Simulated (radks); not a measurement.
Task: Radial electron density D(r) = 4 pi r^2 rho(r) of an atom or ion with 23.75 electrons. All-electron calculation, scalar-relativistic Kohn-Sham, PBE, spin-polarised, spherical densities, point nucleus. Program: a radial shooting solver on a logarithmic mesh with Libxc functionals.

r (bohr)  D(r) (e/bohr)  spin D(r)
0.006127          4.913  0.0000649
0.006908          5.959  0.0000976
0.007788          7.190   0.000148
0.008781          8.623   0.000224
0.009901          10.27   0.000341
0.01116           12.14   0.000519
0.01249           14.08   0.000769
0.01408           16.36    0.00117
0.01587           18.80    0.00177
0.0179            21.34    0.00267
0.02018           23.91    0.00402
0.02275           26.38    0.00600
0.02565           28.63    0.00889
0.02892           30.50     0.0131
0.03261           31.86     0.0190
0.03677           32.57     0.0273
0.04146           32.56     0.0387
0.04637           31.91     0.0528
0.05228           30.64     0.0724
0.05895           28.99     0.0974
0.06646           27.28      0.128
0.07494           25.94      0.164
0.08449           25.34      0.204
0.09526           25.77      0.244
0.1074            27.30      0.280
0.1211            29.74      0.306
0.1365            32.57      0.313
0.1527            34.91      0.299
0.1722            36.36      0.257
0.1942            36.10      0.190
0.2189            33.88      0.111
0.2468            29.95     0.0406
0.2783            25.07    0.00576
0.3138            20.32     0.0345
0.3538            16.71      0.145
0.3989            14.87      0.337
0.4497            14.81      0.586
0.5071            15.92      0.843
0.5672            17.17       1.04
0.6395            17.87       1.15
0.721             17.38       1.13
0.8129            15.63      0.999
0.9166            12.97      0.791
1.033             9.943      0.559
1.165             7.072      0.349
1.314             4.683      0.189
1.481             2.896     0.0848
1.67              1.676     0.0280
1.868            0.9466    0.00409
2.106            0.4777   -0.00423
2.375            0.2209   -0.00472
2.677           0.09168   -0.00303
3.019           0.03334   -0.00147
3.404           0.01036  -0.000566

What is the nuclear charge?

Result: Z = 27. The innermost maximum, from 1s, lies near gamma/Z bohr with gamma = sqrt(1 - (Z/c)^2) = 0.980, here 0.0363 bohr (found: 0.0389), and its height grows with Z. The density is that of the cobalt ion Co3.25+ in [Ne] 3s2 3d(up 3.5, down 3.5) 3p(up 2.75, down 2); the configuration itself is not fixed sharply by these data, and Z only to about a unit. D(r) has 3 maxima, at r = 0.0389, 0.181, 0.650 bohr, and minima at 0.0859, 0.425 bohr, inside which lie 2.12, 10.85 electrons.
